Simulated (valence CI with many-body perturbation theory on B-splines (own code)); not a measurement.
Ba41+: electric-dipole lines

Level of theory: configuration interaction combined with many-body perturbation theory (CI+MBPT): five valence electrons over a frozen Dirac-Fock core [Ne], radial functions for each j: 11 s, 11 p, 10 d, 8 f, 5 g, 2 h, with the one-electron correlation potential Σ1, the two-electron term Σ2, the three-electron term Σ3, Breit, model QED; selected CI, second order for the rest, scaled by the run's own slope (own B-spline code, finite nucleus).

No measured spectrum was set against this ion. As an estimate, large intervals hold to a few tenths of a per cent, small ones and those within an open d or f shell to about a per cent. Among the levels kept, up to 3200 cm⁻¹ of a level comes from second order outside the variational space, and about a tenth of that is noise between levels of different J, which matters for small intervals.

Lines 51 to 100 of 548 in falling wavelength, among levels below 598.35 eV, chosen from the strongest by gf and those to the six lowest levels. Wavelengths and rates use the calculated energies. Electric multipoles are in the length gauge, E1 and E2 with the static RPA response of the core. Weak lines are less certain than strong ones. Lines between different terms over intervals too small for the method are left out, as are lines whose strength nearly cancels. The highest levels of a list are the least certain.

Levels are named by their leading jj configuration (3d3/2^4 stands for four electrons in 3d with j = 3/2), which in mixed levels can hold well under half, so a name can repeat and another be missing. Letters in brackets count levels of one name in rising energy.

```csv
λ vac (Å),Upper,Lower,A (s⁻¹),log gf,Branch %
88.07,(3s^2 3p1/2 3p3/2 3d3/2) J=3/2 [a],(3s^2 3p1/2 3p3/2^2) J=1/2,3.22e+08,-2.82,1.0
86.80,(3s 3p1/2 3p3/2^2 3d5/2) J=7/2 [d],(3s^2 3p3/2^2 3d5/2) J=9/2,6.42e+09,-1.24,1.2
82.54,(3s^2 3p1/2 3p3/2 3d3/2) J=5/2 [a],(3s^2 3p1/2 3p3/2^2) J=5/2,1.26e+09,-2.11,50.4
81.92,(3s^2 3p1/2 3p3/2 3d3/2) J=3/2 [a],(3s^2 3p1/2 3p3/2^2) J=5/2,2.83e+09,-1.94,8.9
77.79,(3s^2 3p1/2^2 3d3/2) J=3/2,(3s^2 3p1/2^2 3p3/2) J=3/2,2.71e+09,-2.01,96.7
77.28,(3s^2 3p1/2 3p3/2 3d3/2) J=1/2 [a],(3s^2 3p1/2 3p3/2^2) J=3/2,7.12e+08,-2.89,17.1
73.48,(3s 3p1/2^2 3d3/2 3d5/2) J=7/2 [b],(3s 3p1/2^2 3p3/2 3d5/2) J=7/2 [a],1.40e+10,-1.04,13.4
72.96,(3s 3p1/2^2 3p3/2 3d3/2) J=5/2 [a],(3s^2 3p1/2^2 3d5/2) J=5/2,3.46e+08,-2.78,2.2
72.34,(3s 3p1/2^2 3p3/2 3d3/2) J=3/2 [a],(3s^2 3p1/2^2 3d5/2) J=5/2,2.14e+09,-2.17,9.2
72.27,(3s 3p1/2^2 3d5/2^2) J=7/2,(3s 3p1/2^2 3p3/2 3d5/2) J=5/2 [b],2.99e+10,-0.73,21.9
72.19,(3s^2 3p3/2 3d5/2^2) J=7/2 [a],(3s^2 3p3/2^2 3d5/2) J=5/2 [a],1.75e+10,-0.96,10.0
72.04,(3s^2 3p1/2 3p3/2 3d5/2) J=7/2 [a],(3s^2 3p1/2 3p3/2^2) J=5/2,2.84e+08,-2.75,98.7
71.79,(3s^2 3p1/2 3p3/2 3d5/2) J=3/2 [a],(3s^2 3p1/2 3p3/2^2) J=5/2,2.97e+08,-3.04,6.5
71.64,(3s 3p1/2 3p3/2^2 3d3/2) J=9/2,(3s^2 3p1/2 3p3/2 3d5/2) J=7/2 [b],1.27e+10,-1.01,8.5
71.45,(3s^2 3p1/2 3p3/2 3d3/2) J=1/2 [b],(3s^2 3p1/2 3p3/2^2) J=1/2,6.04e+08,-3.03,0.1
71.28,(3s^2 3p3/2 3d3/2 3d5/2) J=11/2,(3s^2 3p3/2^2 3d5/2) J=9/2,8.97e+09,-1.09,3.7
70.89,(3s 3p1/2^2 3p3/2 3d3/2) J=7/2,(3s^2 3p1/2^2 3d5/2) J=5/2,2.35e+09,-1.85,20.1
70.04,(3s^2 3p1/2 3p3/2 3d5/2) J=5/2 [a],(3s^2 3p1/2 3p3/2^2) J=5/2,7.86e+08,-2.46,0.4
68.83,(3s^2 3p1/2 3p3/2 3d3/2) J=5/2 [b],(3s^2 3p1/2 3p3/2^2) J=5/2,7.56e+09,-1.49,1.9
68.73,(3s 3p1/2^2 3d3/2 3d5/2) J=7/2 [b],(3s 3p1/2^2 3p3/2 3d3/2) J=5/2 [b],2.22e+10,-0.90,21.1
68.40,(3s^2 3p1/2 3p3/2 3d5/2) J=3/2 [a],(3s^2 3p1/2 3p3/2^2) J=3/2,3.76e+09,-1.98,82.4
68.33,(3s 3p1/2^2 3d5/2^2) J=3/2,(3s 3p1/2^2 3p3/2 3d5/2) J=1/2,2.62e+10,-1.13,19.5
67.97,(3s 3p1/2^2 3d3/2 3d5/2) J=9/2,(3s 3p1/2^2 3p3/2 3d5/2) J=9/2,1.77e+10,-0.91,14.2
67.74,(3p1/2^2 3p3/2^2 3d3/2) J=7/2,(3s 3p1/2^2 3p3/2 3d5/2) J=5/2 [b],1.76e+10,-1.01,5.3
67.49,(3s^2 3p1/2^2 3d5/2) J=5/2,(3s^2 3p1/2^2 3p3/2) J=3/2,1.35e+10,-1.26,87.9
67.41,(3s 3p1/2^2 3d5/2^2) J=9/2,(3s 3p1/2^2 3p3/2 3d5/2) J=7/2 [a],5.59e+10,-0.42,50.7
67.40,(3s^2 3p1/2 3p3/2 3d3/2) J=3/2 [b],(3s^2 3p1/2 3p3/2^2) J=5/2,9.48e+08,-2.59,0.1
66.81,(3s^2 3p1/2 3p3/2 3d5/2) J=5/2 [a],(3s^2 3p1/2 3p3/2^2) J=3/2,1.14e+10,-1.34,5.7
66.61,(3s^2 3p1/2 3d3/2 3d5/2) J=7/2 [a],(3s^2 3p1/2 3p3/2 3d3/2) J=5/2 [a],1.28e+10,-1.17,34.2
66.23,(3s^2 3p1/2 3d3/2 3d5/2) J=9/2,(3s^2 3p1/2 3p3/2 3d3/2) J=7/2,1.72e+10,-0.95,73.0
66.22,(3s^2 3p3/2 3d5/2^2) J=5/2 [b],(3s^2 3p3/2^2 3d5/2) J=3/2,2.02e+10,-1.10,5.1
66.12,(3s 3p1/2^2 3p3/2 3d3/2) J=3/2 [b],(3s^2 3p1/2^2 3d5/2) J=5/2,5.13e+09,-1.87,5.5
65.94,(3s^2 3p1/2 3d5/2^2) J=7/2,(3s^2 3p1/2 3p3/2 3d5/2) J=5/2 [b],6.67e+10,-0.46,22.6
65.71,(3s^2 3p1/2 3p3/2 3d3/2) J=5/2 [b],(3s^2 3p1/2 3p3/2^2) J=3/2,2.66e+09,-1.99,0.7
65.40,(3s 3p1/2^2 3d3/2 3d5/2) J=5/2 [b],(3s 3p1/2^2 3p3/2 3d3/2) J=3/2 [b],2.15e+10,-1.08,18.8
65.17,(3s^2 3p1/2 3p3/2 3d5/2) J=3/2 [b],(3s^2 3p1/2 3p3/2^2) J=1/2,2.61e+10,-1.18,20.6
65.16,(3s 3p1/2^2 3d5/2^2) J=5/2,(3s 3p1/2^2 3p3/2 3d5/2) J=7/2 [a],1.49e+10,-1.25,9.4
65.12,(3s 3p3/2^3 3d3/2) J=7/2,(3s^2 3p3/2^2 3d5/2) J=5/2 [b],5.65e+10,-0.54,7.7
65.00,(3s 3p1/2^2 3p3/2 3d5/2) J=1/2,(3s 3p1/2^2 3p3/2^2) J=1/2,8.32e+10,-0.98,76.7
64.91,(3s 3p1/2 3p3/2^2 3d3/2) J=7/2 [c],(3s^2 3p1/2 3p3/2 3d5/2) J=5/2 [b],1.38e+10,-1.16,2.1
64.91,(3s 3p1/2^2 3d3/2 3d5/2) J=7/2 [a],(3s 3p1/2^2 3p3/2 3d3/2) J=5/2 [a],4.53e+10,-0.64,64.3
64.90,(3s 3p1/2 3p3/2^2 3d5/2) J=9/2 [a],(3s^2 3p1/2 3p3/2 3d5/2) J=7/2 [a],3.03e+10,-0.72,50.5
64.56,(3s 3p1/2^2 3p3/2 3d5/2) J=7/2 [a],(3s 3p1/2^2 3p3/2^2) J=5/2,5.73e+10,-0.54,58.2
64.46,(3s^2 3p1/2 3p3/2 3d5/2) J=1/2,(3s^2 3p1/2 3p3/2^2) J=1/2,5.24e+10,-1.19,28.9
64.40,(3s^2 3p1/2 3p3/2 3d3/2) J=3/2 [b],(3s^2 3p1/2 3p3/2^2) J=3/2,6.40e+08,-2.80,0.1
64.35,(3s 3p1/2 3p3/2^2 3d5/2) J=5/2 [c],(3s 3p1/2 3p3/2^3) J=5/2,1.69e+10,-1.20,3.9
64.31,(3s 3p1/2 3p3/2^2 3d5/2) J=1/2 [c],(3s 3p1/2 3p3/2^3) J=1/2,4.94e+10,-1.21,9.6
64.30,(3s^2 3p3/2 3d5/2^2) J=7/2 [a],(3s^2 3p3/2^2 3d5/2) J=9/2,2.00e+10,-1.00,11.4
64.12,(3s^2 3p3/2 3d3/2 3d5/2) J=3/2 [b],(3s^2 3p3/2^2 3d3/2) J=3/2 [b],6.72e+10,-0.78,7.8
64.01,(3s 3p1/2^2 3d5/2^2) J=5/2,(3s 3p1/2^2 3p3/2 3d5/2) J=3/2 [a],2.21e+10,-1.09,13.9
```
